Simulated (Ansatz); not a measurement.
Ga₅P₄I₃⁺, relaxed as a doublet with UKS PBE-D4/def2-SVP in Ansatz, starting from the PBE-D4/def2-SVP geometry of the neutral singlet. Force threshold 0.03 eV/Å.

In the def2 sets I takes a core potential; there is no spin–orbit coupling.

Start:

```xyz
12

P     1.988    1.455    0.260
P     0.255    0.098   -3.524
P     0.266   -2.354    1.679
P    -2.249    0.975    0.073
Ga    1.558   -0.747    0.888
Ga    1.708    0.306   -1.793
Ga   -0.237    1.869    0.896
Ga   -1.094    0.554   -1.844
Ga   -1.524   -1.202    0.884
I     3.492   -1.579   -1.275
I    -0.503    3.199    3.011
I    -3.660   -2.574    0.744
```

Question: Estimate the energy that the relaxation releases and the steps that it takes.

Answer: 8.9 kcal/mol, in 16 steps; 3.1 min on 4 threads of Intel Xeon on a shared host. The force fell under the threshold at step 15, but the optimiser went on. No frequencies were taken in this run, so the end may be a saddle point.

Question: Does the start keep its bonding?

Answer: By distances, no bond broke or formed. The bond that changes most is Ga5–I10, from 3.02 to 2.67 Å (atoms count from 1).

Question: Predict the relaxed structure.

Answer: 
```xyz
12

P     2.018    1.579   -0.011
P    -0.023   -0.163   -3.516
P     0.139   -1.330    2.444
P    -2.306    1.236    0.061
Ga    1.697   -0.521    0.960
Ga    1.459    0.237   -1.857
Ga   -0.170    1.901    0.804
Ga   -1.333    0.615   -1.916
Ga   -1.526   -0.904    0.832
I     2.863   -1.990   -0.941
I    -0.132    2.212    3.313
I    -2.686   -2.871   -0.172
```
Bond lengths (bridged metal pairs left out): 10 × Ga–P 2.21 to 2.40 Å; 4 × Ga–I 2.49 to 2.79 Å.
